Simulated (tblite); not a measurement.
Compound: C3H12N2Si2.
Numbering: `[CH3:1][N:2]1[SiH2:3][CH2:4][NH:5][CH2:6][SiH2:7]1` (hydrogens: H8, H9, H10 on C1; H11, H12 on Si3; H13, H14 on C4; H15 on N5; H16, H17 on C6; H18, H19 on Si7)

Geometry (GFN2-xTB, Å), atoms numbered from 1 in this order:
```xyz
19
C3H12N2Si2 angstrom
C      2.2989   -0.9342   -0.0209
N      0.9583   -0.3911   -0.0032
Si    -0.3493   -1.5296   -0.0571
C     -1.9622   -0.5110    0.0547
N     -1.8516    0.7940    0.6897
C     -1.0509    1.7378   -0.0758
Si     0.8062    1.3201   -0.2456
H      2.6315   -1.1351   -1.0428
H      2.9954   -0.2278    0.4285
H      2.3344   -1.8690    0.5370
H     -0.1853   -2.3988    1.1188
H     -0.3206   -2.3341   -1.2870
H     -2.3826   -0.3437   -0.9402
H     -2.7115   -1.0774    0.6122
H     -1.4510    0.6854    1.6173
H     -1.1605    2.7138    0.4022
H     -1.5193    1.8246   -1.0595
H      1.3211    1.7284   -1.5609
H      1.5892    1.9570    0.8252
```

All values are computed: GFN2-xTB (tblite) harmonic vibrations without scaling, gas phase. Against measured fundamentals such values can be off by several per cent, at times by over 20. Modes of hydrogen on silicon can be 10 to 20 % off. One conformer, not necessarily the lowest.

Harmonic wavenumbers (cm⁻¹): 55.5, 69.8, 110.7, 194.1, 245.3, 256.4, 308.6, 323.0, 454.5, 480.2, 523.6, 554.8, 569.8, 580.1, 654.7, 674.6, 739.9, 762.5, 774.5, 793.2, 795.6, 826.3, 896.5, 952.0, 1008.1, 1098.7, 1103.9, 1162.4, 1166.8, 1182.1, 1255.6, 1283.0, 1293.4, 1404.1, 1427.9, 1477.1, 1487.0, 1496.6, 1507.9, 2176.1, 2185.1, 2205.8, 2210.6, 2931.5, 2944.7, 2949.6, 2962.2, 2963.4, 2993.2, 2997.5, 3345.9.

A = 2292, B = 1806, C = 1091 MHz; mass 132.054 u (most abundant isotopes); point group Cs, symmetry number 1.

Question: What is the zero-point energy?

Answer: ½Σν̃ = 32408 cm⁻¹ = 92.66 kcal/mol.

Question: Give the ideal-gas entropy at 350 K and 1 bar in the rigid-rotor, harmonic-oscillator model (classical rotation).

Answer: Translation 41.37, rotation 29.13, vibration 32.20: S = 102.7 cal/(mol K).

Question: And Cp and H(350 K) − H(0)?

Answer: Cp = 44.56 cal/(mol K), of which vibrations give 36.61 (their classical limit is 51 R = 101.3); H(350 K) − H(0) = 8.93 kcal/mol without the zero-point energy, 6.14 from vibrations.

Question: How do the functions run with temperature in this model?

Answer: 
```csv
T (K),S (cal/(mol K)),Cp (cal/(mol K)),H − H(0) (kcal/mol),G − H(0) (kcal/mol),ln q(vib)
150,75.6,22.3,2.21,-9.13,2.53
250,89.6,33.7,5.00,-17.40,4.89
298.15,96.0,39.1,6.76,-21.87,6.07
400,109.0,49.4,11.28,-32.31,8.64
600,132.1,64.9,22.81,-56.48,13.73
900,161.5,79.7,44.67,-100.67,21.03
```

q(vib) and H(0) count from the zero-point level.

Question: Which modes carry the vibrational entropy at 350 K?

Answer: 55.5 cm⁻¹: 4.93; 69.8 cm⁻¹: 4.48; 110.7 cm⁻¹: 3.57; 194.1 cm⁻¹: 2.49; 245.3 cm⁻¹: 2.05; 256.4 cm⁻¹: 1.97 cal/(mol K); the other 45 give 12.72 together.

Question: Blend soft modes into free rotors: weight 1/[1 + (100 cm⁻¹/ν̃)⁴] for the oscillator and the rest for a rotor with moment μB/(μ + B), μ = h/(8π²ν), B = 10⁻⁴⁴ kg m². What vibrational entropy results?

Answer: 29.84 cal/(mol K) in place of 32.20, which changes −T·S at 350 K by +0.83 kcal/mol.

Question: What must be added to the electronic energy to get the Gibbs energy at 350 K and 1 bar?

Answer: ZPE + [H(350 K) − H(0)] − T·S = 92.66 + 8.93 − 35.95 = 65.64 kcal/mol.

Hindered rotation and anharmonicity are outside this model. Other conformers, if any are populated, would add a mixing term that is left out.
